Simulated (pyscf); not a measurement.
**H₂N–Sn•(NH₂)–NH₂, doublet**

Gas-phase minimum from PySCF at ωB97X-D3(BJ)/def2-SVP, one conformer. Other isomers of H₂N–Sn•(NH₂)–NH₂ were not searched in full and may lie lower. 

```
Sn
N 1 2.0554
H 2 1.0189 1 115.84
H 2 1.0207 3 107.95 1 -126.22
N 1 2.0555 2 102.58 3 107.05
H 5 1.0189 1 115.81 2 -147.05
H 5 1.0207 6 107.94 1 -126.29
N 1 2.0556 2 102.54 3 -146.79
H 8 1.0189 1 115.82 2 107.53
H 8 1.0207 9 107.93 1 -126.17
```
Charge 0, spin multiplicity 2.

Properties at ωB97X-D3(BJ)/def2-SVP:

| Item | Result |
|---|---|
| Harmonic wavenumbers, unscaled | 144, 145, 173, 185, 186, 280, 507, 507, 546, 612, 615, 615, 785, 800, 800, 1538, 1538, 1541, 3551, 3552, 3552, 3653, 3654, 3654 cm⁻¹ |
| Zero-point energy | 47.4 kcal/mol |
| Rotational symmetry number | 3 |
| Entropy of this conformer at 298 K and 1 atm, rigid rotor and harmonic oscillator, modes under 100 cm⁻¹ raised to 100 | 353.3 J/(mol K) |
| Dipole moment | 2.24 D |
| Spin expectation value S2 | 0.761 |

Single-point totals, which compare only within one level:

```json
[
 {"level": "ωB97X-D3(BJ)/def2-TZVP", "total energy (hartree)": "-382.37462"},
 {"level": "PBE/def2-TZVP", "total energy (hartree)": "-382.04371"},
 {"level": "r²SCAN/def2-TZVP", "total energy (hartree)": "-382.23486"},
 {"level": "B3LYP-D3(BJ)/def2-TZVP", "total energy (hartree)": "-382.33483"},
 {"level": "PBE0-D3(BJ)/def2-TZVP", "total energy (hartree)": "-382.06045"},
 {"level": "M06-2X/def2-TZVP", "total energy (hartree)": "-382.10652"},
 {"level": "ωB97M-D3(BJ)/def2-TZVP", "total energy (hartree)": "-382.31993"}
]
```

Soft torsions are taken as harmonic, which can shift the entropy by several J/(mol K). Elements past Kr carry the def2 core potentials, without spin-orbit coupling.
